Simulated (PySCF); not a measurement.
PySCF input for Sn(H)2(F)(OH) (FH3OSn), SMILES [SnH2]([OH])[F], TDA-B3LYP/def2-SVPD. Geometry optimised at PBE0-D3(BJ)/def2-TZVP. The geometry has at least one imaginary mode, so it is a saddle point at that level. The def2 effective core potentials stand for the cores of Sn; spin–orbit coupling is left out. Other conformers were not sampled.

```python
import numpy as np
from pyscf import gto, scf, dft, tdscf

mol = gto.M(
    atom='''
    Sn    0.29695168    0.02353057    0.00000000
    O    -0.77502486   -1.60536912   -0.00000000
    F    -1.02498562    1.41967650   -0.00000000
    H     1.14764446    0.15450451   -1.46360262
    H     1.14764447    0.15450452    1.46360260
    H    -1.71780367   -1.41967313    0.00000000
    ''',
    basis='def2-SVPD',
    ecp={'Sn': 'def2-svp'},
    charge=0,
    spin=0,
    symmetry=True,
    max_memory=1600,
    verbose=4,
)
mf = dft.RKS(mol, xc='b3lyp').density_fit(auxbasis='def2-universal-jkfit')
mf.grids.level = 3
mf.conv_tol = 1e-9
mf.max_cycle = 100
mf.kernel()
mf.grids = dft.Grids(mol).set(level=1).build(with_non0tab=True)  # coarser grid for the response kernel
td = tdscf.TDA(mf)
td.singlet = True
td.nstates = 10
td.conv_tol = 1e-4
td.kernel(x0=td.get_init_guess(mf, 15))
td.analyze()
tt = tdscf.TDA(mf)
tt.singlet = False
tt.nstates = 4
tt.conv_tol = 1e-4
tt.kernel(x0=tt.get_init_guess(mf, 9))
tt.analyze(verbose=3)
```

Program output:

```
PySCF version 2.14.0

[INPUT] verbose = 4
[INPUT] num. atoms = 6
[INPUT] num. electrons = 42
[INPUT] charge = 0
[INPUT] spin (= nelec alpha-beta = 2S) = 0
[INPUT] symmetry True subgroup None
[INPUT] Mole.unit = angstrom
[INPUT] Symbol           X                Y                Z      unit          X                Y                Z       unit  Magmom
[INPUT]  1 Sn     0.296951680000   0.023530570000   0.000000000000 AA    0.561157347429   0.044466332855   0.000000000000 Bohr   0.0
[INPUT]  2 O     -0.775024860000  -1.605369120000   0.000000000000 AA   -1.464584725129  -3.033707965634   0.000000000000 Bohr   0.0
[INPUT]  3 F     -1.024985620000   1.419676500000   0.000000000000 AA   -1.936942103418   2.682799770481   0.000000000000 Bohr   0.0
[INPUT]  4 H      1.147644460000   0.154504510000  -1.463602620000 AA    2.168733717774   0.291971208910  -2.765808106996 Bohr   0.0
[INPUT]  5 H      1.147644470000   0.154504520000   1.463602600000 AA    2.168733736672   0.291971227807   2.765808069201 Bohr   0.0
[INPUT]  6 H     -1.717803670000  -1.419673130000   0.000000000000 AA   -3.246178472073  -2.682793402104   0.000000000000 Bohr   0.0

nuclear repulsion = 145.837945493586
point group symmetry = Cs
symmetry origin: [-5.39921747e-09 -1.61976524e-09 -5.39921752e-10]
symmetry axis x: [ 1.00000000e+00 -1.03846734e-08 -4.16458630e-10]
symmetry axis y: [-1.03846734e-08 -1.00000000e+00 -3.15776382e-10]
symmetry axis z: [ 4.16458627e-10 -3.15776373e-10  1.00000000e+00]
num. orbitals of irrep A' = 68
num. orbitals of irrep A" = 34
number of shells = 42
number of NR pGTOs = 163
number of NR cGTOs = 102
basis = def2-SVPD
ecp = {'Sn': 'def2-svp'}


[settings echo left out]
init E= -367.743118671874
HOMO (A") = -0.817940190538392  LUMO (A') = -0.648787160051512  gap/eV = 4.60289
cycle= 1 E= -390.058111313518  delta_E= -22.3  |g|= 2.37  |ddm|= 9.71
HOMO (A") = -0.156692160692795  LUMO (A') = 0.0326782025525719  gap/eV = 5.15303
cycle= 2 E= -390.20724703596  delta_E= -0.149  |g|= 2.36  |ddm|=  9.2
HOMO (A") = -0.332013608611168  LUMO (A') = -0.0452732902566606  gap/eV = 7.80260
cycle= 3 E= -391.128962556803  delta_E= -0.922  |g|= 0.258  |ddm|= 2.83
HOMO (A") = -0.269352062358372  LUMO (A') = -0.039982959898414  gap/eV = 6.24145
cycle= 4 E= -391.112823255481  delta_E= 0.0161  |g|= 0.386  |ddm|= 0.63
HOMO (A") = -0.315089652904406  LUMO (A') = -0.0400098967374804  gap/eV = 7.48530
cycle= 5 E= -391.142059204553  delta_E= -0.0292  |g|= 0.0159  |ddm|= 0.365
HOMO (A") = -0.314501715176772  LUMO (A') = -0.0398522768640026  gap/eV = 7.47359
cycle= 6 E= -391.14208489935  delta_E= -2.57e-05  |g|= 0.0117  |ddm|= 0.0201
HOMO (A") = -0.314384077203631  LUMO (A') = -0.0395416304631417  gap/eV = 7.47884
cycle= 7 E= -391.142107397321  delta_E= -2.25e-05  |g|= 0.000728  |ddm|= 0.00839
HOMO (A") = -0.31443536869801  LUMO (A') = -0.0395692571173537  gap/eV = 7.47949
cycle= 8 E= -391.142107551332  delta_E= -1.54e-07  |g|= 0.000101  |ddm|= 0.00114
HOMO (A") = -0.31444694580029  LUMO (A') = -0.0395735663131978  gap/eV = 7.47969
cycle= 9 E= -391.142107553562  delta_E= -2.23e-09  |g|= 1.73e-05  |ddm|= 0.000153
HOMO (A") = -0.314444442168837  LUMO (A') = -0.0395734346197795  gap/eV = 7.47962
cycle= 10 E= -391.142107553632  delta_E= -6.96e-11  |g|= 3.76e-06  |ddm|= 2.27e-05
HOMO (A") = -0.314443660678304  LUMO (A') = -0.0395732997081302  gap/eV = 7.47960
Extra cycle  E= -391.142107553629  delta_E= 3.07e-12  |g|= 6.29e-06  |ddm|= 9.18e-06
converged SCF energy = -391.142107553629
tot grids = 25928


******** <class 'pyscf.tdscf.rks.TDA'> for <class 'pyscf.df.df_jk.DFSymAdaptedRKS'> ********
nstates = 10 singlet
deg_eia_thresh = 1.000e-03
wfnsym = None
conv_tol = 0.0001
eigh lindep = 1e-12
eigh level_shift = 0
eigh max_cycle = 100


Excitation energies (eV)
[6.37968911 6.54916688 7.22456402 7.49251016 7.61778514 7.69473407
 7.9225848  8.16115643 8.17668653 8.54811501]

** Singlet excitation energies and oscillator strengths **
Excited State   1:   A"      6.37969 eV    194.34 nm  f=0.0463
      19 -> 22       -0.13210
      21 -> 22       -0.64974
      21 -> 23        0.11193
      21 -> 24       -0.19725
Excited State   2:   A"      6.54917 eV    189.31 nm  f=0.0014
      21 -> 22       -0.12486
      21 -> 23       -0.69358
Excited State   3:   A"      7.22456 eV    171.61 nm  f=0.0207
      19 -> 22       -0.16288
      21 -> 22       -0.15585
      21 -> 24        0.66294
Excited State   4:   A'      7.49251 eV    165.48 nm  f=0.0087
      20 -> 22       -0.10129
      20 -> 23       -0.69149
Excited State   5:   A'      7.61779 eV    162.76 nm  f=0.1289
      18 -> 23        0.12747
      20 -> 22       -0.65217
      20 -> 23        0.10719
      21 -> 26       -0.14001
Excited State   6:   A"      7.69473 eV    161.13 nm  f=0.0195
      16 -> 22        0.13611
      19 -> 22        0.44330
      19 -> 23        0.49976
      19 -> 24        0.11919
Excited State   7:   A"      7.92258 eV    156.49 nm  f=0.0092
      19 -> 22       -0.37955
      19 -> 23        0.46065
      19 -> 24       -0.14145
      21 -> 25       -0.32429
Excited State   8:   A'      8.16116 eV    151.92 nm  f=0.0227
      20 -> 24       -0.69573
Excited State   9:   A"      8.17669 eV    151.63 nm  f=0.0109
      19 -> 22        0.18919
      19 -> 23       -0.17095
      19 -> 24        0.19541
      21 -> 25       -0.59392
      21 -> 27        0.12341
Excited State  10:   A'      8.54812 eV    145.04 nm  f=0.0324
      17 -> 22       -0.26802
      18 -> 22       -0.61940

** Transition electric dipole moments (AU) **
state          X           Y           Z        Dip. S.      Osc.
  1        -0.0000     -0.0000     -0.5443      0.2963      0.0463
  2         0.0000      0.0000      0.0934      0.0087      0.0014
  3         0.0000      0.0000     -0.3418      0.1168      0.0207
  4        -0.0517      0.2110      0.0000      0.0472      0.0087
  5        -0.4143     -0.7205     -0.0000      0.6908      0.1289
  6        -0.0000      0.0000     -0.3213      0.1032      0.0195
  7         0.0000      0.0000      0.2172      0.0472      0.0092
  8        -0.0767     -0.3284     -0.0000      0.1137      0.0227
  9         0.0000     -0.0000     -0.2331      0.0543      0.0109
 10         0.3578     -0.1626     -0.0000      0.1545      0.0324

WARN: ECP detected. Skipping calculation of transition velocity and magnetic dipole moments, which have not yet been implemented.



******** <class 'pyscf.tdscf.rks.TDA'> for <class 'pyscf.df.df_jk.DFSymAdaptedRKS'> ********
nstates = 4 triplet
deg_eia_thresh = 1.000e-03
wfnsym = None
conv_tol = 0.0001
eigh lindep = 1e-12
eigh level_shift = 0
eigh max_cycle = 100


Excitation energies (eV)
[5.6543346  6.32800849 6.57821963 6.59952586]

** Triplet excitation energies and oscillator strengths **
Excited State   1:   A"      5.65433 eV    219.27 nm  f=0.0000
Excited State   2:   A"      6.32801 eV    195.93 nm  f=0.0000
Excited State   3:   A"      6.57822 eV    188.48 nm  f=0.0000
Excited State   4:   A'      6.59953 eV    187.87 nm  f=0.0000
```

The run converged.

Cost: roughly 40 core-seconds.
